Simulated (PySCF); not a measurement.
The vertical singlet excitations below were computed for one of the candidates. Level of theory: TDDFT B3LYP/def2-SVPD, vertical, gas phase, core orbitals frozen in the response in PySCF. Geometries: PBE0-D3(BJ)/def2-SVP, one conformer each. Relativistic effects are left out although some hold elements past zinc.

```tsv
state	E (eV)	f	main configurations (H = HOMO, L = LUMO)
S1	6.22	0.0058	H→L+1 (88%)
S2	6.59	0.155	H→L+2 (49%), H→L (44%)
S3	6.78	0.189	H→L+2 (42%), H→L (27%), H-1→L (12%)
S4	6.87	0.031	H→L+3 (75%)
S5	6.95	0.013	H→L+4 (81%), H→L+5 (9%)
S6	7.05	0.049	H-1→L+1 (43%), H-1→L (41%)
S7	7.12	0.036	H-1→L+1 (45%), H-1→L (28%)
S8	7.27	0.015	H→L+5 (75%), H→L+3 (10%)
S9	7.34	0.022	H-2→L (44%), H-1→L+2 (43%)
S10	7.47	0.044	H-1→L+2 (47%), H-2→L (39%)
```

Triplets computed (Tamm–Dancoff): 4.32, 6.15, 6.48, 6.73 eV.

Problem. Which candidate is it? All have the formula C7H14Ge.
A. `[CH2]1[C@H](C2CC2)C[CH2][GeH2]1`
B. `[GeH3][C@@H]1C[C@@H]1C1CCC1`
C. `[GeH3][C]#CCC(C)(C)C`
D. `C=C[C@@H]1[GeH2][CH2][C@@H]1CC`
E. `C=C(C)[C@@H]1C[CH2][GeH2][CH2]1`

Solution. E. Its S1 lies at 6.22 eV; the nearest of the others has S1 at 5.91 eV. S1 is HOMO→LUMO+1 (88%). Löwdin shares by element: HOMO carbon 78% or more (atoms not listed hold the other 22%); LUMO carbon 52% or more, germanium 9%, hydrogen 6% or more (atoms not listed hold the other 34%). At the same level the other candidates give, for their lowest levels:
- `CC(C)(C)CC#[C][GeH3]`: 5.91 eV (f 0.000); 6.09 eV (f 0.003); 6.11 eV (f 0.000); 6.50 eV (f 0.000); 6.52 eV (f 0.005); T1 4.97 eV; HOMO -7.29, LUMO -0.01 eV
- `[CH2]1C[C@@H](C2CC2)[CH2][GeH2]1`: 6.96 eV (f 0.001); 7.24 eV (f 0.037); 7.28 eV (f 0.014); 7.42 eV (f 0.030); 7.49 eV (f 0.013); T1 6.71 eV; HOMO -7.55, LUMO 0.27 eV
- `C=C[C@@H]1[GeH2][CH2][C@@H]1CC`: 5.70 eV (f 0.139); 6.03 eV (f 0.121); 6.25 eV (f 0.178); 6.44 eV (f 0.021); 6.51 eV (f 0.008); T1 4.12 eV; HOMO -6.49, LUMO -0.24 eV
- `[GeH3][C@@H]1C[C@@H]1C1CCC1`: 6.94 eV (f 0.027); 7.12 eV (f 0.009); 7.28 eV (f 0.003); 7.38 eV (f 0.055); 7.50 eV (f 0.003); T1 6.83 eV; HOMO -7.52, LUMO 0.20 eV

Without π bonds the low states are Rydberg-like; a valence basis with one diffuse set may place them up to an eV too high.
